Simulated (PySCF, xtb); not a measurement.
Ta(OH)4 (H4O4Ta), SMILES [OH][Ta]([OH])([OH])[OH] (connectivity only; charge and spin as stated), neutral, multiplicity 2. Other conformers were not sampled.

Harmonic wavenumbers (cm⁻¹) from GFN2-xTB (xtb) at its own minimum, in rising order: 68, 151, 152, 173, 225, 278, 374, 375, 412, 431, 443, 443, 468, 487, 515, 518, 519, 3642, 3642, 3648, 3656.

**Question.** What does r2SCAN-D4/def2-SVP in PySCF give at its own minimum? (The exact figures need the calculation; the answer reports its results.)

**Answer.** 30, 100, 115, 139, 170, 188, 244, 267, 329, 465, 479, 482, 519, 677, 688, 701, 720, 3920, 3923, 3930, 3934. Paired by order, the mean absolute difference is 126 cm⁻¹ and the zero-point energies are 29.5 and 31.5 kcal/mol.
